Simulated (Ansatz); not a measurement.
Redistribution: C3H6Sn + Sn(CH3)Cl3 → C2H3ClSn + Sn(CH3)2Cl2

Species: C3H6Sn `C#[C][SnH2][CH3]`, singlet; Sn(CH3)Cl3 (methyltin trichloride), singlet; C2H3ClSn `C#[C][SnH2][Cl]`, singlet; Sn(CH3)2Cl2, singlet. The partners trade CH3 for Cl; both sit on Sn, so the bond types are kept.

Shapes, held fixed at every level: PBE0-D4/def2-TZVP. Programs: Ansatz 0.2.0. Electronic energies: no zero-point or thermal term.

```csv
level,kind,ΔE (kJ/mol),less CCSD(T)/def2-TZVPP
HF/def2-TZVPP,Hartree–Fock,-14.9,-4.7
SPW92/def2-TZVPP,LDA,-7.6,+2.6
r2SCAN-D4/def2-TZVPP,meta-GGA,-9.9,+0.3
B2PLYP/def2-TZVPP,double hybrid,-10.7,-0.5
MP2/def2-TZVPP,perturbation theory,-10.4,-0.2
CCSD(T)/def2-SVP,coupled cluster or CI,-7.7,+2.5
CCSD(T)/def2-TZVPP,coupled cluster or CI,-10.2,0.0
```

The highest level, CCSD(T)/def2-TZVPP, gives ΔE = -10.2 kJ/mol; the levels span -14.9 to -7.6. The column of differences is taken from that level and isn't an error. No measured value is set beside it here. For atoms past krypton def2 sets carry core potentials with scalar relativity. Correlated rows may include outer-core shells of Sn, which these sets cover unevenly.
